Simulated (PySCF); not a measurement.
PySCF input file for CCl3, SMILES [C](Cl)(Cl)Cl (connectivity only; charge and spin as stated), charge +1, multiplicity 1, PBE-D3(BJ)/def2-SVP. Geometry optimised at PBE-D3(BJ)/def2-SVP. The spin state was assumed, not searched. The isomer is the one that the SMILES or the coordinates give; other isomers of the formula were not compared.

```python
import numpy as np
from pyscf import gto, scf, dft, df
from pyscf.hessian import thermo

mol = gto.M(
    atom='''
    Cl    1.66400907    0.00000000    0.00000000
    C    -0.00000000    0.00000000    0.00000000
    Cl   -0.83200454    1.44107413    0.00000000
    Cl   -0.83200453   -1.44107413    0.00000000
    ''',
    basis='def2-SVP',
    charge=1,
    spin=0,
    max_memory=1600,
    verbose=3,
)
mf = dft.RKS(mol, xc='pbe').density_fit(auxbasis='def2-universal-jkfit')
mf.disp = 'd3bj'
mf.grids.level = 3
mf.conv_tol = 1e-11
mf.max_cycle = 100
mf.kernel()

# [left out here: the lines that compute and print the analytic Hessian (its translational invariance restored by hand, since the grid's response is missing), thermochemistry and intensities]
```

Program output:

```
converged SCF energy = -1417.2885103273

WARN: DFTD3 does not support analytical Hessian, using finite difference


WARN: Mole.unit (angstrom) is changed to Bohr

Mode                                 0                   1                   2
Irrep
Freq [cm^-1]                      305.6298            305.6488            508.6469
Reduced mass [au]                  31.9452             31.9453             12.8748
Force const [Dyne/A]                1.7581              1.7583              1.9626
Char temp [K]                     439.7333            439.7605            731.8296
Normal mode                   x     y     z       x     y     z       x     y     z
       0  Cl                -0.09 -0.00  0.00    0.00 -0.10 -0.00    0.00  0.00 -0.03
       1   C                -0.07  0.00 -0.00    0.00  0.07  0.00    0.00  0.00  0.27
       2  Cl                 0.05  0.08  0.00   -0.08  0.04 -0.00   -0.00  0.00 -0.03
       3  Cl                 0.06 -0.08  0.00    0.08  0.04 -0.00   -0.00 -0.00 -0.03
Mode                                 3                   4                   5
Irrep
Freq [cm^-1]                      533.7818           1022.4393           1022.4433
Reduced mass [au]                  35.4500             13.4091             13.4091
Force const [Dyne/A]                5.9511              8.2590              8.2590
Char temp [K]                     767.9932           1471.0625           1471.0683
Normal mode                   x     y     z       x     y     z       x     y     z
       0  Cl                 0.10  0.00  0.00   -0.05  0.00  0.00   -0.00 -0.01  0.00
       1   C                 0.00 -0.00 -0.00    0.26 -0.00 -0.00    0.00  0.26 -0.00
       2  Cl                -0.05  0.08  0.00   -0.02  0.02  0.00    0.02 -0.04  0.00
       3  Cl                -0.05 -0.08  0.00   -0.02 -0.02  0.00   -0.02 -0.04  0.00
temperature 298.1500 [K]
pressure 101325.00 [Pa]
Rotational constants [GHz] 3.43240 3.43240 1.71620
Symmetry number 6
Zero-point energy (ZPE) 0.00843 [Eh]   22122.481 [J/mol]
                           tot       elec      trans        rot        vib
Entropy [J/mol/K]       284.446      0.000    168.282     98.765     17.398
Cv [J/mol/K]             51.883      0.000     12.472     12.472     26.939
Cp [J/mol/K]             60.197      0.000     20.786     12.472     26.939
Internal energy [J/mol]                      3718.434   3718.434  25566.952
Internal energy [Eh]   -1417.27594  -1417.28851
Enthalpy [J/mol]                             6197.391   3718.434  25566.952
Enthalpy [Eh]          -1417.27500
Gibbs free energy [J/mol]                  -43976.012 -25728.468  20379.749
Gibbs free energy [Eh] -1417.30730
mode   freq/cm-1   IR/(km/mol)
   1      305.63         0.367
   2      305.65         0.367
   3      508.65         0.034
   4      533.78         0.000
   5     1022.44       256.191
   6     1022.44       256.178
max |gradient| / (hartree/bohr): 3.074949380613206e-05
APT charges: [-0.0642  1.1926 -0.0642 -0.0642]
```

The run converged.

Cost: very roughly 24 core-seconds.
